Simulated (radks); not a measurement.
The numbers below are computed, except where a source is named.
Question: Ru IX, configuration [Kr] (the NIST ground configuration). Level of theory: scalar-relativistic Kohn-Sham, PBE, spin-polarised, spherical densities, point nucleus (a radial shooting solver on a logarithmic mesh with Libxc functionals). Some entries of the table are withheld. Estimate them.

orbital,occ.,eigenvalue (hartree),<1/r> (bohr^-1),<r> (bohr)
1s,2,(1),45.87,0.03344
2s,2,-121.0093,10.37,0.1456
2p,6,-108.9062,10.06,(2)
3s,2,-25.39250,3.602,(3)
3p,6,-21.41499,3.431,0.4020
3d,10,-15.03055,3.207,0.3822
4s,2,-7.41226,1.424,0.9650
4p,6,-6.21918,(4),(5)

Answer: 
(1) 1s eigenvalue (hartree): -811.2297
(2) 2p <r> (bohr): 0.1269
(3) 3s <r> (bohr): 0.4019
(4) 4p <1/r> (bohr^-1): 1.311
(5) 4p <r> (bohr): 1.031
